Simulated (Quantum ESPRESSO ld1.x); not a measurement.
Results of a calculation; reference values are marked as such.
Task: All-electron atom: Xe+ in [Kr] 4d9.5 5s2 5p5.5 (fractional occupations, a model configuration). Code: ld1.x of Quantum ESPRESSO 7.5. Model: Dirac Kohn-Sham, B86b exchange with PBE correlation, spin-unpolarised, spherical densities, point nucleus; open shells are shared between the two j in proportion to 2j + 1. Some entries of the table are withheld. Estimate them.

orbital     occ.  eigenvalue (eV)  <r> (bohr)
1s1/2          2         -34366.3     0.02665
2s1/2          2         -5359.53      0.1142
2p1/2          2         -5035.96     0.09620
2p3/2          4         -4711.26      0.1020
3s1/2          2         -1108.27         (1)
3p1/2          2         -973.856         (2)
3p3/2          4         -912.165         (3)
3d3/2          4         -675.817      0.2786
3d5/2          6         -662.779      0.2823
4s1/2          2         -211.442      0.7149
4p1/2          2         -163.747      0.7432
4p3/2          4         -151.348      0.7706
4d3/2        3.8         -74.0722      0.8621
4d5/2        5.7         -72.0471      0.8726
5s1/2          2         -30.1438       1.799
5p1/2    1.83333              (4)       2.083
5p3/2    3.66667              (5)       2.174

Result: 
(1) 3s1/2 <r> (bohr): 0.3060
(2) 3p1/2 <r> (bohr): 0.2961
(3) 3p3/2 <r> (bohr): 0.3078
(4) 5p1/2 eigenvalue (eV): -18.7425
(5) 5p3/2 eigenvalue (eV): -17.2812
